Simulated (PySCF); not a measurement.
Species: C₈H₉B.
Z-matrix (Å and degrees, PBE0-D3(BJ)/def2-SVP geometry), rows numbered from 1:
```
B 
C   1  1.5601
C   2  1.5369  1  117.60
C   3  1.3304  2  113.92  1   172.54
C   4  1.5306  3  113.03  2    -1.00
C   5  1.5301  4  105.84  3    56.17
C   6  1.3306  5  113.09  4   -56.22
C   5  1.5291  4  105.57  3   -55.49
C   8  1.3308  5  113.59  4    55.89
H   1  1.2102  2  120.30  3   -29.03
H   1  1.2104  2  120.42  3   155.38
H   3  1.0916  2  120.75  1    -7.58
H   4  1.0918  3  125.71  2   179.46
H   5  1.0964  4  113.05  3  -179.48
H   6  1.0913  5  121.28  4   124.33
H   7  1.0916  2  120.75  1     7.48
H   8  1.0917  5  121.53  4  -124.02
H   9  1.0926  2  122.27  1    -0.05
```

The closed-shell ground state was solved at several levels (PySCF, density fitting, gas phase, non-relativistic).

| level | basis functions | HOMO (eV) | LUMO (eV) | gap (eV) | dipole (D) |
| --- | --- | --- | --- | --- | --- |
| PBE0/pcSseg-1 | 198 | -6.17 | -1.46 | 4.71 | 0.77 |
| HF/pcSseg-1 | 198 | -8.24 | 2.18 | 10.42 | 0.61 |

Estimate the row for CAM-B3LYP/def2-SVPD, a basis of 252 functions; the other rows only guide the guess.

HOMO -7.52 eV, LUMO -0.39 eV, gap 7.13 eV, dipole 0.79 D.

Over all these levels, which gives the widest orbital gap and which the narrowest?

HF/pcSseg-1 (Hartree–Fock, all exact exchange) has the widest, 10.42 eV, and PBE0/pcSseg-1 (global hybrid, 25 % exact exchange) the narrowest, 4.71 eV. The two share the basis. From the narrowest to the widest the HOMO moves by -2.07 eV and the LUMO by +3.64 eV. The HOMO need not be the same orbital at Hartree–Fock and at DFT levels.

How far do the dipole and the HOMO energy spread over the levels?

The dipole runs from 0.61 to 0.79 D (mean 0.72 D) and the HOMO from -8.24 to -6.17 eV.

One conformer stands for the species.
